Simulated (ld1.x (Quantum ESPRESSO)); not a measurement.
Transferability test, PAW potential for Cr

ld1.x (Quantum ESPRESSO) 7.5 input, shortened:

```
&input
   title='Cr', zed=24., rel=2, dft='PZ', iswitch=3,
   config='[Ar] 3d4 4s2 4p0', rel_dist='average'
 /
 &inputp
   pseudotype=3, lpaw=.true., tm=.true., lloc=-1, rcloc=2.75,
   nlcc=.false.,
   which_augfun='PSQ', rmatch_augfun=1.30
 /
6
4S  1  0   2.00   0.00  2.75  3.10  0.0
4S  1  0   0.00  -0.05  2.75  3.10  0.0
4P  2  1   0.00   0.00  3.35  3.70  0.0
4P  2  1   0.00   0.45  3.35  3.70  0.0
3D  3  2   4.00   0.00  1.70  2.05  0.0
3D  3  2   0.00   2.50  1.70  2.05  0.0
 &test
   configts(1)='3d4 4s2 4p0'
 /
```

Open shells are filled in proportion to 2j + 1 (rel_dist='average').

Energies are relative to the spin-unpolarised reference configuration 3d4 4s2 4p0; without spin polarisation the order of configurations can differ from experiment.

Question: Give the all-electron excitation energy and the error of the potential for: 3d5 4s1 4p0; 3d5 4s0 4p0; 3d4 4s0 4p0; 3d5 4s0 4p1; 3d3 4s0 4p0; 3d6 4s0 4p0; 3d5.5 4s0.5 4p0.

Answer:

| valence configuration | charge | ΔE all-electron (eV) | error AE − PS (meV) |
| --- | --- | --- | --- |
| 3d5 4s1 4p0 | 0 | 0.058 | -72 |
| 3d5 4s0 4p0 | +1 | 7.198 | -120 |
| 3d4 4s0 4p0 | +2 | 23.541 | +3.8 |
| 3d5 4s0 4p1 | 0 | 3.261 | -87 |
| 3d3 4s0 4p0 | +3 | 54.567 | -401 |
| 3d6 4s0 4p0 | 0 | 1.782 | -188 |
| 3d5.5 4s0.5 4p0 | 0 | 0.775 | -130 |

Levels in the configuration 3d4 4s0 4p0:

| level | all-electron (eV) | pseudo (eV) |
| --- | --- | --- |
| 3d j=3/2 | -23.199 | -23.199 |
| 3d j=5/2 | -23.103 | -23.103 |

The ghost test of this file was not conclusive.
